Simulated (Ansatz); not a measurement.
Stepwise reaction of `[SiH3][N]([SiH3])[Mg][N]([SiH3])[SiH3]` with ammonia, as a gas-phase model of exchange steps in deposition or etching. ΔE in kJ/mol.

Gas-phase electronic energies from Ansatz, PBE0-D4/def2-TZVP geometries. CBS: MP2 limit from def2 TZ/QZ plus the TZ coupled-cluster correction, frozen cores. This one scheme is used for every species. Functionals use def2-TZVPP. B3LYP here is the variant with VWN-RPA as its local correlation; programs differ in this. For Mg outer-core shells are correlated without core-valence functions, which leaves a few kJ/mol of doubt a bond. One conformer a species, not always the lowest.

| step | reaction | PBE-D4 | B3LYP-D4 | ωB97M-V | CCSD(T)/CBS |
| --- | --- | --- | --- | --- | --- |
| 1 | `[SiH3][N]([SiH3])[Mg][N]([SiH3])[SiH3]` + NH₃ → `[NH2][Mg][N]([SiH3])[SiH3]` + `[SiH3]N[SiH3]` | 41.7 | 36.1 | 36.1 | 49.4 |
| 2 | `[NH2][Mg][N]([SiH3])[SiH3]` + NH₃ → `[NH2][Mg][NH2]` + `[SiH3]N[SiH3]` | 40.2 | 37.4 | 36.9 | 46.2 |

(1) By hand: ΔE of the 2 steps together at CCSD(T)/CBS.

Results:

(1) (49.4) + (46.2) = 95.6 kJ/mol, or 47.8 kJ/mol a step.

In ΔE the steps differ by no more than 3.2 kJ/mol. All are uphill at CCSD(T)/CBS. PBE-D4 differs from CCSD(T)/CBS by -7.7 to -6.0 kJ/mol a step. Isolated molecules leave out the surface, adducts and barriers. Largest T1 diagnostic: 0.011.
